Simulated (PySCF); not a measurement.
A side-by-side comparison of computed properties.

First species: C9H6ClN.
SMILES with atom numbers: `[CH2:1]=[CH:2][c:3]1[cH:4][cH:5][c:6]([C:7]#[N:8])[c:9]([Cl:10])[cH:11]1` (hydrogens: H12, H13 on C1; H14 on C2; H15 on C4; H16 on C5; H17 on C11)

Second species: C9H6ClN.
SMILES with atom numbers: `[Cl:1][c:2]1[cH:3][cH:4][c:5]2[cH:6][n:7][cH:8][cH:9][c:10]2[cH:11]1` (hydrogens: H12 on C3; H13 on C4; H14 on C6; H15 on C8; H16 on C9; H17 on C11)

Levels: PBE0/pcSseg-1 for dipole moment, HOMO energy, LUMO energy and HOMO–LUMO gap; GFN2-xTB for rotational constant A and rotational constant C. Geometries: GFN2-xTB. Each structure is a single optimised conformer of the isolated species, non-relativistic unless stated; the electronic structure was computed with PySCF and density fitting.

The conformers computed, where there is a choice (atom-mapped SMILES and torsion angles):
- `[CH2:1]=[CH:2][c:3]1[cH:4][cH:5][c:6]([C:7]#[N:8])[c:9]([Cl:10])[cH:11]1`: C1–C2–C3–C4 0°

**Question.** Which has the higher rotational constant A?

**Answer.** The second: 2.851 GHz against 1.907 GHz, a difference of 0.944 GHz.

**Question.** Which of the two has the higher rotational constant C, and by how much?

**Answer.** The second: 0.485 GHz against 0.467 GHz, a difference of 0.018 GHz.

**Question.** Which of the two has the higher dipole moment, and by how much?

**Answer.** The first: 5.68 D against 0.81 D, a difference of 4.87 D.

**Question.** Which of the two has the higher HOMO energy, and by how much?

**Answer.** The second: -7.02 eV against -7.34 eV, a difference of 0.32 eV.

**Question.** Which has the higher HOMO–LUMO gap?

**Answer.** The second: 5.16 eV against 5.03 eV, a difference of 0.13 eV.

**Question.** Which of the two has the higher LUMO energy, and by how much?

**Answer.** The second: -1.86 eV against -2.31 eV, a difference of 0.45 eV.

On the first: The dipole matches unit charges of opposite sign 1.18 Å apart (1 e·Å = 4.8032 D).

On the second: The dipole equals about 2.7 × 10⁻³⁰ C·m (1 D = 3.33564 × 10⁻³⁰ C·m).
